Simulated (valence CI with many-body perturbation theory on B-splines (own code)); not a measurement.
# Which ion has this spectrum?

A relativistic CI+MBPT calculation for an atom or ion with 13 electrons gives these levels (eV):

```csv
J,Parity,E,g
1/2,odd,0.000,0.67
3/2,odd,0.535,1.33
1/2,even,16.089,2.67
3/2,even,16.286,1.73
5/2,even,16.579,1.60
3/2,even,21.273,0.80
5/2,even,21.304,1.20
1/2,even,26.874,1.97
1/2,even,28.669,0.70
3/2,even,28.989,1.33
3/2,even,35.007,0.80
5/2,even,35.034,1.20
3/2,odd,41.635,0.80
5/2,odd,41.692,1.20
```

The energies are calculated, with errors of perhaps 200 cm⁻¹, more in some levels.

(1) Which is it?
A. V10+
B. K6+
C. Ca7+
D. Ar5+

Results:

(1) C. Ca7+, ground level 3s2 3p 2P°_1/2.
